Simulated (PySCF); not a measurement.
Electron correlation in Si⁺ (silicon, charge +1)

[Ne] 3s2 3p1, 2P determinant. Computed with PySCF 2.14 in pcseg-2 (5s4p2d1f, 34 functions), with the non-relativistic Hamiltonian (point nucleus). Frozen: [Ne]; 3 electrons correlated.

MP2 pair energies summed by pair of shells (mhartree):

| pair | energy | share (%) |
| --- | --- | --- |
| 3s-3s | -22.53 | 57.0 |
| 3s-3p | -16.97 | 43.0 |

Total MP2 correlation energy: -39.50 mhartree.

Same-spin part -2.41 and opposite-spin part -37.09 mhartree; SCS-MP2 scales them by 1/3 and 6/5 to -45.31 mhartree.

| level | correlation energy (mhartree) |
| --- | --- |
| CCSD | -55.55 |
| (T) | -0.90 |
| CCSD(T) | -56.45 |

Diagnostics: T1 = 0.012, D1 = 0.0248, largest double amplitude 0.106.

Task: Is a single reference adequate?

Result: Mostly. T1 lies below 0.03, but a double amplitude of this size points to a near-degeneracy that CCSD handles and MP2 describes poorly.
